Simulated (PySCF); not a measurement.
Vertical excitations of a molecule ClH₇OSi₃ from PySCF 2.14.0 with TDA-PBE/def2-SVPD, as energy in eV (oscillator strength): 4.98 (0.012), 5.46 (0.000), 5.73 (0.002), 6.14 (0.005), 6.27 (0.005), 6.40 (0.007), 6.50 (0.018), 6.60 (0.010), 6.68 (0.002), 6.73 (0.064). Lowest triplet (TDA): 4.49 eV. The structure is a stationary point at B3LYP-D3(BJ)/def2-SVP. Other conformers were not sampled.

### Question
Which molecule gave these data?
(A) [SiH3]O[Si@@H]([SiH3])Cl
(B) O[Si@H]([SiH3])[SiH2]Cl
(C) [SiH3]O[SiH2][SiH2]Cl
(D) O[SiH2][SiH2][SiH2]Cl

### Answer
C, [SiH3]O[SiH2][SiH2]Cl
